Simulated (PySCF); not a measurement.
PtF6 (triplet state).
Bonds: Pt1–F2, Pt1–F3, Pt1–F4, Pt1–F5, Pt1–F6, Pt1–F7.

Method: PBE0-D3(BJ)/def2-SVP geometry optimisation, gas phase, def2 core potentials past Kr (PySCF).

Q: What internal coordinates does the optimisation give?

A: 
| bond | length (Å) |
| --- | --- |
| Pt1–F2, Pt1–F3 | 1.839 |
| Pt1–F4 and 3 like bonds | 1.861 |

Bonds in one row agree within 0.01 Å and their mean is given. A selection of angles:
| angle | degrees |
| --- | --- |
| F2–Pt1–F3 | 180.0 |
| F2–Pt1–F4 | 89.9 |

Pt1 (platinum bonded to 6 F) is octahedral (the three widest angles are 180.0°, 180.0° and 180.0°, the others run from 89.9° to 90.1°). The 6 F–Pt bonds span 1.839 Å (Pt1–F3) to 1.861 Å (Pt1–F4), a spread of 0.022 Å.

Point group: D4h (every atom within 0.08 Å of its image). Not checked by PBE0-D3(BJ)/def2-SVP frequencies. ⟨S²⟩ = 2.004 (exact for a triplet: 2.00).

Time: 62 s. Hardware: an Arm Neoverse V2 with one thread, no GPU, on a shared host. These figures are those of the optimisation.

For an open-shell metal species like this, the optimisation's SCF solution wasn't tested for stability and no frequencies at its level were run, so a lower state or another shape may exist.
